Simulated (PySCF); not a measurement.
Polarisability and C₆ of Mo⁺ (molybdenum, charge +1)

[Kr] 4d5, high-spin 6S determinant. Computed with PySCF 2.14 in x2c-TZVPPall with one added diffuse shell each of s, p, d, f type (9s7p7d3f1g, 95 functions), with scalar relativity by spin-free X2C-1e. Coupled (time-dependent) response in atomic units; α is the mean over directions.

| method | mean α (bohr³) | C₆ (like pair) | S(−4) |
| --- | --- | --- | --- |
| LC-wPBE | 19.64 | 126.5 | 220.7 |

S(−4) is the Cauchy moment in α(ω) = α(0) + S(−4) ω² + …

α(iu) at LC-wPBE:

| u (hartree) | α(iu) (bohr³) |
| --- | --- |
| 0 | 19.64 |
| 0.0500 | 19.11 |
| 0.100 | 17.78 |
| 0.200 | 14.53 |
| 0.300 | 11.87 |
| 0.500 | 8.446 |
| 0.750 | 6.021 |
| 1.00 | 4.550 |
| 1.50 | 2.868 |
| 2.00 | 1.959 |
| 3.00 | 1.065 |
| 5.00 | 0.4531 |

A single London oscillator, α(iu) = α/(1 + u²/ω²), gives C₆ = (3/4) ω α². Matching the computed C₆ needs ω = 4 × 126.5 / (3 × 19.64²) = 0.437 hartree.

For an ion, C₆ is the dispersion term alone; charge-induced terms of lower order in 1/R come first.
